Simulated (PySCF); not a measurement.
C₂H₆ClFSn, SMILES [CH3][Sn]([CH3])([F])[Cl].

Geometry optimised at B3LYP-D3(BJ)/def2-SVP. The structure was generated by enumeration; whether it is a known compound was not checked. The def2 effective core potentials stand for the cores of Sn; spin–orbit coupling is left out.

Two levels are set side by side: TDDFT-PBE/def2-SVPD (PySCF) and TDDFT-B3LYP/def2-SVPD (PySCF). Vertical, same geometry. The lowest singlet is HOMO→LUMO 87 % with PBE and HOMO→LUMO 83 % with the other functional; states are paired by order. Differences are taken from unrounded values.

| quantity | TDDFT-B3LYP |
|---|---|
| lowest singlet excitation (eV) | 6.04 |
| lowest triplet excitation (TDA) (eV) | 5.27 |
| first bright state (f over 0.05) (eV) | 6.04 |
| its oscillator strength | 0.10 |

Question: What does TDDFT-PBE give, and how far is it from TDDFT-B3LYP? (The exact figures need the calculation; the answer reports its results.)

Answer: 
```
quantity                               TDDFT-PBE  TDDFT-PBE minus TDDFT-B3LYP
-------------------------------------  ---------  ---------------------------
lowest singlet excitation (eV)              5.56                        -0.48
lowest triplet excitation (TDA) (eV)        4.94                        -0.33
first bright state (f over 0.05) (eV)       5.56                        -0.48
its oscillator strength                     0.07                        -0.03
```

Functionals without exact exchange tend to place singlet excitations lower, as here. Differences between two approximate levels are no errors against the true value.

Rough cost on one machine, each run with all the roots and properties that it gave: TDDFT-B3LYP against TDDFT-PBE about 4 times.
